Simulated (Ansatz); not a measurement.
Steps of a relaxation of ClFGeH$_{4}$SSi (`[F][Ge]([SiH3])([SH])[Cl]`) with RKS PBE0-D4/def2-TZVP.

```sh
$ ansatz run in.yaml --threads 4 --pin off --events-out ev --progress --plain --max-ram 10444MiB
```

```yaml
crystal:
  periodic: [false, false, false]
  atoms:
    - {symbol: F, position_ang: [2.188700, 0.158520, -0.747607]}
    - {symbol: Ge, position_ang: [0.503129, -0.361965, -0.749996]}
    - {symbol: Si, position_ang: [-0.393587, -0.016890, 1.444477]}
    - {symbol: S, position_ang: [-0.559843, 0.627546, -2.444108]}
    - {symbol: Cl, position_ang: [0.511306, -2.475286, -1.252749]}
    - {symbol: H, position_ang: [0.478872, -0.715963, 2.444826]}
    - {symbol: H, position_ang: [-1.782800, -0.583440, 1.451334]}
    - {symbol: H, position_ang: [-0.428590, 1.461607, 1.708412]}
    - {symbol: H, position_ang: [-0.428489, 1.859671, -1.871888]}
basis:
  gaussian: {orbitals: def2-TZVP}
hamiltonian: {xc: pbe0, dispersion: d4}
relax: {f_tol: 0.005, max_steps: 150}
```

Positions (Å) and forces (eV/Å) along the path, 9 of 9 steps:

```xyz
9
step=1 energy=-90520.6531 eV
F     2.189    0.159   -0.748   -0.658   -0.217   -0.035
Ge    0.503   -0.362   -0.750    0.324   -0.082   -0.250
Si   -0.394   -0.017    1.444   -0.081    0.045    0.237
S    -0.560    0.628   -2.444    0.282    0.261    0.503
Cl    0.511   -2.475   -1.253    0.037    0.481    0.091
H     0.479   -0.716    2.445   -0.176    0.146   -0.234
H    -1.783   -0.583    1.451    0.304    0.117   -0.022
H    -0.429    1.462    1.708    0.015   -0.316   -0.078
H    -0.428    1.860   -1.872   -0.047   -0.435   -0.210
9
step=2 energy=-90520.6852 eV
F     2.163    0.149   -0.789   -0.310   -0.081    0.099
Ge    0.488   -0.359   -0.732    0.318    0.023   -0.185
Si   -0.399   -0.016    1.453   -0.003    0.024    0.058
S    -0.540    0.621   -2.421    0.003    0.168    0.119
Cl    0.520   -2.443   -1.244   -0.014    0.044    0.028
H     0.472   -0.712    2.436   -0.050    0.044   -0.046
H    -1.772   -0.585    1.443    0.077    0.033    0.011
H    -0.435    1.451    1.703    0.000   -0.082   -0.002
H    -0.410    1.848   -1.866   -0.021   -0.172   -0.083
9
step=3 energy=-90520.6872 eV
F     2.143    0.149   -0.708   -0.112   -0.033   -0.084
Ge    0.475   -0.365   -0.748    0.194    0.093    0.173
Si   -0.385   -0.014    1.444   -0.050   -0.026   -0.070
S    -0.546    0.621   -2.428   -0.008    0.030   -0.081
Cl    0.513   -2.440   -1.256    0.006   -0.081   -0.043
H     0.484   -0.706    2.421    0.031   -0.019    0.023
H    -1.752   -0.579    1.438   -0.061   -0.007    0.057
H    -0.419    1.446    1.694   -0.002    0.045    0.013
H    -0.423    1.841   -1.875    0.003   -0.002    0.011
9
step=4 energy=-90520.6908 eV
F     2.151    0.150   -0.743   -0.136   -0.040   -0.002
Ge    0.483   -0.363   -0.743    0.157    0.044    0.021
Si   -0.394   -0.015    1.447   -0.018   -0.006   -0.011
S    -0.540    0.622   -2.426   -0.005    0.039   -0.009
Cl    0.518   -2.442   -1.255    0.001   -0.021   -0.009
H     0.478   -0.708    2.423    0.006    0.000    0.004
H    -1.764   -0.579    1.452   -0.005    0.002    0.016
H    -0.427    1.447    1.697    0.002    0.006    0.002
H    -0.417    1.841   -1.869   -0.004   -0.025   -0.011
9
step=5 energy=-90520.6912 eV
F     2.150    0.150   -0.744   -0.078   -0.024    0.005
Ge    0.484   -0.363   -0.743    0.085    0.024    0.004
Si   -0.395   -0.016    1.446   -0.010   -0.004   -0.005
S    -0.538    0.623   -2.428   -0.004    0.013   -0.007
Cl    0.520   -2.443   -1.257    0.001   -0.009   -0.004
H     0.478   -0.707    2.422    0.006    0.000    0.004
H    -1.767   -0.578    1.458   -0.001    0.000    0.005
H    -0.427    1.446    1.697    0.003    0.005    0.000
H    -0.417    1.841   -1.869   -0.002   -0.006   -0.002
9
step=6 energy=-90520.6914 eV
F     2.147    0.149   -0.740   -0.002   -0.001    0.002
Ge    0.485   -0.364   -0.744   -0.003   -0.002    0.000
Si   -0.397   -0.016    1.446   -0.003   -0.002   -0.002
S    -0.535    0.624   -2.430    0.002   -0.007   -0.002
Cl    0.521   -2.443   -1.260    0.001    0.001   -0.002
H     0.480   -0.706    2.421    0.003    0.001    0.002
H    -1.768   -0.577    1.464    0.001    0.000    0.000
H    -0.426    1.446    1.694    0.002    0.003   -0.001
H    -0.419    1.840   -1.868    0.000    0.007    0.003
9
step=7 energy=-90520.6914 eV
F     2.147    0.148   -0.738    0.006    0.002    0.000
Ge    0.485   -0.365   -0.744   -0.009   -0.004    0.001
Si   -0.397   -0.016    1.445   -0.001   -0.001   -0.001
S    -0.534    0.625   -2.431    0.002   -0.003   -0.001
Cl    0.522   -2.444   -1.262    0.000    0.001   -0.002
H     0.481   -0.705    2.421    0.001    0.001    0.001
H    -1.768   -0.577    1.465    0.001    0.000    0.000
H    -0.425    1.447    1.693    0.000    0.001   -0.001
H    -0.420    1.841   -1.867    0.000    0.003    0.002
9
step=8 energy=-90520.6915 eV
F     2.148    0.140   -0.735   -0.002   -0.001    0.000
Ge    0.484   -0.366   -0.744   -0.002    0.002    0.000
Si   -0.397   -0.016    1.445    0.001   -0.001   -0.002
S    -0.528    0.629   -2.431    0.001    0.000    0.001
Cl    0.515   -2.444   -1.267    0.001   -0.001    0.000
H     0.487   -0.694    2.421    0.000    0.001    0.001
H    -1.765   -0.586    1.469   -0.001   -0.001    0.000
H    -0.435    1.448    1.686    0.000    0.000    0.000
H    -0.420    1.843   -1.862    0.000   -0.001    0.001
9
step=9 energy=-90520.6915 eV
F     2.149    0.135   -0.734   -0.001    0.000    0.000
Ge    0.484   -0.368   -0.745    0.002   -0.001    0.001
Si   -0.397   -0.016    1.444    0.001    0.001    0.000
S    -0.526    0.632   -2.431    0.000    0.001    0.002
Cl    0.512   -2.445   -1.269    0.000    0.000   -0.001
H     0.490   -0.687    2.422   -0.001    0.000   -0.001
H    -1.763   -0.591    1.471    0.000    0.000    0.000
H    -0.440    1.449    1.680    0.000    0.000    0.000
H    -0.420    1.844   -1.857    0.000   -0.002   -0.001
```

Run time 50 s (4 threads of an Arm Neoverse V2 on a shared host); peak host memory 0.77 GiB.
